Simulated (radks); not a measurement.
Question: These are the eigenvalues of the occupied orbitals of an atom or ion with whole-number occupations (eV). Method: scalar-relativistic Kohn-Sham, revPBE, spin-polarised, spherical densities, finite nucleus; Fermi nuclear charge, rms radius of each element as measured or else 0.836 A^(1/3) + 0.57 fm; computed with a radial shooting solver on a logarithmic mesh with Libxc functionals.

| orbital | eigenvalue |
|---|---|
| 1s down | -76119.78 |
| 1s up | -76119.77 |
| 2s up | -13331.38 |
| 2s down | -13331.19 |
| 2p up | -11586.68 |
| 2p down | -11586.53 |
| 3s up | -3131.584 |
| 3s down | -3131.521 |
| 3p up | -2621.167 |
| 3p down | -2621.095 |
| 3d up | -2058.642 |
| 3d down | -2058.509 |
| 4s up | -681.9024 |
| 4s down | -681.7271 |
| 4p up | -514.4360 |
| 4p down | -514.2763 |
| 4d up | -308.5449 |
| 4d down | -308.3599 |
| 5s up | -116.0699 |
| 5s down | -114.6632 |
| 4f up | -79.7712 |
| 4f down | -79.4674 |
| 5p up | -73.0965 |
| 5p down | -71.2893 |
| 5d up | -25.2250 |
| 5d down | -23.1013 |

Which element is it, and in what charge state? The configuration may be excited. Open shells, if any, are filled with parallel spins first.

Answer: Z = 77, iridium, charge +2: Ir2+ in [Xe] 4f14 5d7. The list shows which subshells hold electrons but not how many an open one holds; the 1s level, -2797.4 hartree, gives Z - s = 74.8 by -(Z - s)^2/2, which with screening and relativity narrows Z to a few neighbours, and the depths of the outer levels then fix element, charge and occupations together.
